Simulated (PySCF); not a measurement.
Species: C5H8FN2 (charge +1).
Numbering: `[CH3:1][n+:2]1[cH:3][nH:4][cH:5][c:6]1[CH2:7][F:8]`

Geometry (GFN2-xTB, Å), atoms numbered from 1 in this order:
```
atom  x, y, z in Å
C1    -1.5175   -0.6863   -0.8506
N2    -0.2130   -0.5732   -0.2558
C3     0.7062   -1.5264   -0.1944
N4     1.7834   -1.0508    0.4271
C5     1.5547    0.2455    0.7677
C6     0.2922    0.5547    0.3440
C7    -0.4685    1.8362    0.4269
F8    -0.8636    2.2130   -0.8284
H9    -1.6477    0.0772   -1.6191
H10   -1.6358   -1.6701   -1.2983
H11   -2.2881   -0.5439   -0.0912
H12    0.5965   -2.5197   -0.5865
H13    2.6372   -1.5625    0.6086
H14    2.2759    0.8513    1.2780
H15    0.1602    2.6339    0.8315
H16   -1.3796    1.7302    1.0292
```

NICS is the negative of the GIAO shielding at a point without a nucleus: at the ring centre (0) and 1 Å above and below it (1); zz is the component along the ring normal. Level: GIAO PBE0/pcSseg-1 (PySCF, non-relativistic, gas phase) on the GFN2-xTB geometry, one conformer.

Ring bond lengths (Å), with Mayer bond orders in brackets: N2–C3 1.326 (1.32), C3–N4 1.332 (1.28), N4–C5 1.360 (1.14), C5–C6 1.367 (1.60), C6–N2 1.374 (1.08).

Q: What do the NICS probes read (ppm)?

A: 
```csv
ring,type,NICS(0),"NICS(1), two faces","NICS(1)zz, two faces",rms pucker (Å),"centre to ring atoms, mean (Å)"
N2–C3–N4–C5–C6,5-membered ring with 2 N; formal bonds all aromatic,-13.9,-10.4 / -10.5,-27.9 / -27.8,0.00,1.15
```

Q: What can be read from them?

A: 
- N2–C3–N4–C5–C6: mean NICS(1)zz -27.8 ppm, shielded. The ring is flat and has no four-coordinate atom; by the NICS criterion it is aromatic.

Q: And the bond-length index? HOMA = 1 − mean of α(R − Ropt)² over the ring bonds, with Krygowski's 1993 parameters (CC: Ropt 1.388 Å, α 257.7 Å⁻²; CN: Ropt 1.334 Å, α 93.52 Å⁻²).

A: 
- N2–C3–N4–C5–C6: HOMA 0.93; the largest term is that of C6–N2, α(R − Ropt)² = 0.15. The geometric and the magnetic index point the same way.

Q: At the first NICS(1) probe listed for ring N2–C3–N4–C5–C6, 1 Å off the ring, what do the in-plane components average?

A: The isotropic value is a third of the trace: (3 × -10.4 − (-27.9))/2 = -1.7 ppm.

Q: List the ring angles and the Hirshfeld charges of the ring atoms.

A: 
- N2–C3–N4–C5–C6: N2 108.4° (+0.046 e), C3 109.0° (+0.127 e), N4 108.7° (-0.003 e), C5 107.1° (+0.029 e), C6 106.8° (+0.052 e); sum 540.0° against 540° for a flat convex ring.

Q: How shielded are the nuclei of the rings and their hydrogens (means over atoms taken as equivalent)?

A: 
```json
{"atoms": "N2", "environment": "three-coordinate ring nitrogen", "σ isotropic (ppm)": "54.4"}
{"atoms": "C3", "environment": "aromatic CH next to a ring nitrogen", "σ isotropic (ppm)": "47.6"}
{"atoms": "N4", "environment": "ring nitrogen", "σ isotropic (ppm)": "79.1"}
{"atoms": "C5", "environment": "aromatic CH next to a ring nitrogen", "σ isotropic (ppm)": "60.2"}
{"atoms": "C6", "environment": "substituted aromatic carbon", "σ isotropic (ppm)": "45.7"}
{"atoms": "H12", "environment": "aromatic hydrogen", "σ isotropic (ppm)": "23.70"}
{"atoms": "H13", "environment": "N–H hydrogen", "σ isotropic (ppm)": "22.14"}
{"atoms": "H14", "environment": "aromatic hydrogen", "σ isotropic (ppm)": "24.10"}
```
